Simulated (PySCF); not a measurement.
C2H6O2Sn, SMILES [O]([Sn][O]C)C (connectivity only; charge and spin as stated), neutral, multiplicity 1.

Coordinates come from a PBE0-D3(BJ)/def2-SVP optimisation. The structure was generated by enumeration; whether it is a known compound was not checked. The def2 effective core potentials stand for the cores of Sn; spin–orbit coupling is left out. The values are those of a single conformer.

Two levels are set side by side: PBE/def2-TZVP (PySCF) and B3LYP/def2-TZVP (PySCF). Same geometry, gas phase. Differences are taken from unrounded values.

```tsv
quantity	B3LYP
orbital gap (eV)	4.92
highest occupied level (eV)	-7.16
lowest empty level (eV)	-2.23
dipole moment (D)	0.14
mean polarisability (bohr³)	73.3
```

What does PBE give, and how far is it from B3LYP? (An estimate is asked for; the answer gives what the named calculation found.)


| quantity | PBE | PBE minus B3LYP |
|---|---|---|
| orbital gap (eV) | 3.28 | -1.65 |
| highest occupied level (eV) | -5.92 | 1.24 |
| lowest empty level (eV) | -2.64 | -0.40 |
| dipole moment (D) | 0.04 | -0.10 |
| mean polarisability (bohr³) | 76.8 | 3.6 |

Without exact exchange PBE keeps part of each electron's self-repulsion, which lifts occupied levels and narrows the gap. Loosely held outer electrons make PBE densities more polarisable. Differences between two approximate levels are no errors against the true value.

Rough cost on one machine, each run with all the roots and properties that it gave: B3LYP against PBE within a factor of 2.
